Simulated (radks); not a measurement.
Effect of the nuclear size on the cobalt ion Co19+, [He] 2s2 2p4. Calculated with a radial shooting solver on a logarithmic mesh with Libxc functionals: Dirac Kohn-Sham, LDA (Slater exchange, Perdew-Wang correlation), spin-unpolarised, spherical densities, finite nucleus; open shells are shared between the two j in proportion to 2j + 1; Fermi nuclear charge, rms radius 3.7875 fm. The rms radius is varied about that value; shifts are against it.

rms radius (fm)  total energy shift (eV)  density at nucleus (e/bohr^3)  1s1/2 shift (meV)  2s1/2 shift (meV)  2p1/2 shift (meV)  2p3/2 shift (meV)  3s1/2 (empty) shift (meV)
3.0414                           -0.0476                      1.727e+04              -20.4              -2.07              0.175              0.183                     -0.521
3.4618                           -0.0220                      1.717e+04              -9.41             -0.958              0.081              0.084                     -0.241
3.7875                                 0                       1.71e+04              0.000              0.000              0.000              0.000                      0.000
3.9958                            0.0151                      1.706e+04               6.44              0.656             -0.055             -0.058                      0.165
4.2988                            0.0384                        1.7e+04               16.4               1.67             -0.141             -0.147                      0.420

Slopes of the eigenvalues against <r^2> in GHz/fm^2, as finite differences over the two radii next to the reference (eigenvalue slopes, not the field-shift constants of lines): 1s1/2 963, 2s1/2 98.0, 2p1/2 -8.26, 2p3/2 -8.63, 3s1/2 (empty) 24.7.
